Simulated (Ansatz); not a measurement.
The pair A = N2 (SMILES N#N) (first 2 atoms), B = AsH3 (SMILES [AsH3]); geometry from B3LYP-D3(BJ)/def2-TZVP.
(charge 0, multiplicity 1):
| atom | x (Å) | y (Å) | z (Å) |
|---|---|---|---|
| N | 0.2416 | -0.2329 | -1.0082 |
| N | 0.4601 | -0.6963 | -0.0452 |
| As | -0.3685 | 0.0808 | 3.2832 |
| H | 1.1162 | -0.2562 | 3.3540 |
| H | -0.7518 | -1.3874 | 3.1392 |
| H | -0.5133 | 0.0315 | 4.8011 |

Cores are frozen in the correlated methods. Filled d and f shells under p-block atoms count as core. MP2 and its Hartree–Fock in aug-cc-pVQZ are density fitted.

Codes used: Ansatz (Gaussian orbitals). Values without a source in brackets are computed.

The counterpoise-corrected interaction energy is E(AB) − E(A in the pair's basis) − E(B in the pair's basis). Total energies (hartree):

```
level                           AB  A in the pair's basis  B in the pair's basis
-------------------  -------------  ---------------------  ---------------------
HF/aug-cc-pVTZ       -2344.9587172           -108.9859561          -2235.9735811
MP2/aug-cc-pVTZ      -2345.4988172           -109.3637153          -2236.1340341
HF/aug-cc-pVQZ       -2344.9689937           -108.9927437          -2235.9770750
MP2/aug-cc-pVQZ      -2345.5406417           -109.3926840          -2236.1468306
CCSD(T)/aug-cc-pVTZ  -2345.5484128           -109.3805969          -2236.1670069
```

Task: Work out the counterpoise-corrected interaction energy at the basis-set limit: extrapolate the MP2 correlation part as X⁻³, take Hartree–Fock from the larger set, and add the CCSD(T) − MP2 difference of aug-cc-pVTZ.

Result: 
1. Differences (1 hartree = 627.509 kcal/mol): HF/aug-cc-pVTZ 0.515; MP2/aug-cc-pVTZ -0.670; HF/aug-cc-pVQZ 0.518; MP2/aug-cc-pVQZ -0.707; CCSD(T)/aug-cc-pVTZ -0.508.
2. Correlation parts, MP2 less HF: -1.185 in aug-cc-pVTZ (X = 3), -1.225 in aug-cc-pVQZ (X = 4).
3. Limit (4³·(-1.225) − 3³·(-1.185))/(4³ − 3³) = -1.254; with HF/aug-cc-pVQZ it gives -0.737.
4. CCSD(T) less MP2 in aug-cc-pVTZ: 0.162.
Result: -0.57 kcal/mol, against -0.67 at MP2/aug-cc-pVTZ. It is an estimate of this method's limit, not of the exact value.

Ansatz is a first-principles code.
